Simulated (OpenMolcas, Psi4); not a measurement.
How methods differ on SiF3 (trifluorosilyl)

SiF3 has 4 atoms, charge 0, and is taken as a doublet. SMILES: `F[Si](F)F`. The coordinates come from a PBE0-D4/def2-TZVP relaxation.

Each level gives the dipole moment (D). The values are calculated.

```
               level             kind     program  value (D)
     UHF/aug-cc-pVDZ     Hartree–Fock  OpenMolcas       1.50
   UBLYP/aug-cc-pVDZ              GGA        Psi4       1.11
    UPBE/aug-cc-pVDZ              GGA        Psi4       1.05
U-r2SCAN/aug-cc-pVDZ         meta-GGA  OpenMolcas       1.12
   UTPSS/aug-cc-pVDZ         meta-GGA        Psi4       1.06
  UB3LYP/aug-cc-pVDZ    global hybrid        Psi4       1.23
 UM06-2X/aug-cc-pVDZ  hybrid meta-GGA  OpenMolcas       1.29
   UPBE0/aug-cc-pVDZ    global hybrid        Psi4       1.20
```

The values span 1.05 to 1.50 D.
